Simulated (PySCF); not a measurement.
Job file and geometry (Å, from GFN2-xTB) of an NMR shielding run on SMILES CC[C@H]1CC(=O)CB1N, C6H12BNO, PySCF, GIAO PBE0/pcSseg-1 NMR shielding, non-relativistic, gas phase; density fitting, a coarse starting grid and PySCF grid level 2 are the driver's defaults:

```
$ OMP_NUM_THREADS=1 python probes_run.py task.json out

{"job": {"kind": "nmr", "xc": "PBE0", "basis": "pcSseg-1"}, "charge": 0, "multiplicity": 1}
C      2.663831     0.319068     0.581930
C      1.224353     0.803434     0.720318
C      0.262222     0.092810    -0.238768
C      0.146800    -1.416752     0.040856
C     -1.263476    -1.831788    -0.324475
O     -1.577774    -2.915670    -0.746014
C     -2.199300    -0.665493    -0.103489
B     -1.255985     0.604395    -0.217763
N     -1.665149     1.915951    -0.302806
H      3.317711     0.864596     1.259399
H      2.739268    -0.739819     0.814938
H      3.020220     0.472226    -0.434664
H      0.887143     0.650626     1.748410
H      1.193065     1.877781     0.522706
H      0.664439     0.219301    -1.251225
H      0.265028    -1.606835     1.111471
H      0.877489    -2.027124    -0.489240
H     -3.060265    -0.730309    -0.768048
H     -2.590460    -0.765154     0.912553
H     -2.629461     2.203410    -0.310269
H     -1.028618     2.692288    -0.371589
```

**Question.** What does the program print?

**Answer.** 
```
coarse grid: 17192 points
cycle   1  E = -390.0178898722  dE =  1.240e+00  |g| = 8.762e-01  |ddm| = 4.021e+00
cycle   2  E = -389.7136856847  dE =  3.042e-01  |g| = 1.552e+00  |ddm| = 2.376e+00
cycle   3  E = -390.1689403080  dE = -4.553e-01  |g| = 2.569e-01  |ddm| = 1.771e+00
cycle   4  E = -390.1836639293  dE = -1.472e-02  |g| = 5.190e-02  |ddm| = 2.609e-01
cycle   5  E = -390.1842196292  dE = -5.557e-04  |g| = 1.335e-02  |ddm| = 5.775e-02
cycle   6  E = -390.1842582398  dE = -3.861e-05  |g| = 4.126e-03  |ddm| = 1.419e-02
cycle   7  E = -390.1842617882  dE = -3.548e-06  |g| = 9.219e-04  |ddm| = 4.522e-03
final grid: 165120 points
cycle   8  E = -390.2444401439  dE = -4.762e-05  |g| = 1.421e-02  |ddm| = 3.968e-02
cycle   9  E = -390.2443528386  dE =  8.731e-05  |g| = 2.564e-02  |ddm| = 3.108e-02
cycle  10  E = -390.2444808039  dE = -1.280e-04  |g| = 3.338e-03  |ddm| = 2.180e-02
cycle  11  E = -390.2444830144  dE = -2.210e-06  |g| = 2.716e-04  |ddm| = 2.579e-03
cycle  12  E = -390.2444830264  dE = -1.205e-08  |g| = 1.589e-04  |ddm| = 4.303e-04
cycle  13  E = -390.2444830319  dE = -5.498e-09  |g| = 3.342e-05  |ddm| = 1.395e-04
cycle  14  E = -390.2444830321  dE = -2.397e-10  |g| = 1.127e-05  |ddm| = 3.691e-05
converged SCF energy = -390.2444830321

GIAO shielding tensors (ppm)
atom      isotropic    diamagn.    paramagn.     s11        s22        s33       span
  0 C      169.118     246.539     -77.421    154.124    166.614    186.614     32.490
  1 C      156.675     246.714     -90.039    148.813    153.337    167.874     19.062
  2 C      152.732     253.312    -100.580    144.323    146.749    167.123     22.799
  3 C      136.655     253.166    -116.512    116.381    133.029    160.553     44.172
  4 C      -34.185     249.747    -283.932   -109.239    -67.358     74.042    183.281
  5 O     -334.776     394.620    -729.396   -921.795   -411.424    328.890   1250.685
  6 C      150.733     259.885    -109.152    134.836    142.184    175.180     40.344
  7 B       52.375     192.402    -140.027     20.577     28.691    107.858     87.281
  8 N      167.370     315.527    -148.157     77.424    204.862    219.824    142.400
  9 H       30.458      27.864       2.594     25.769     27.618     37.987     12.219
 10 H       30.566      30.214       0.352     25.686     30.399     35.613      9.927
 11 H       30.931      29.940       0.990     27.152     28.696     36.944      9.792
 12 H       30.571      32.448      -1.877     26.121     30.308     35.284      9.163
 13 H       30.078      32.662      -2.584     24.021     30.685     35.528     11.507
 14 H       30.522      34.508      -3.986     27.917     28.897     34.751      6.834
 15 H       29.747      32.817      -3.069     26.665     29.241     33.336      6.671
 16 H       29.109      32.603      -3.494     24.738     29.154     33.434      8.696
 17 H       30.050      30.359      -0.309     26.438     29.109     34.602      8.163
 18 H       29.768      30.711      -0.942     27.378     27.783     34.144      6.766
 19 H       27.523      28.944      -1.422     22.084     24.861     35.623     13.540
 20 H       27.611      31.736      -4.125     22.007     26.556     34.270     12.263
```

Size and cost of the density-fitted run: 213 basis functions, 2.1 min wall time (110 s CPU) on 1 thread of an Intel Xeon, shared host; peak memory 1 GiB.
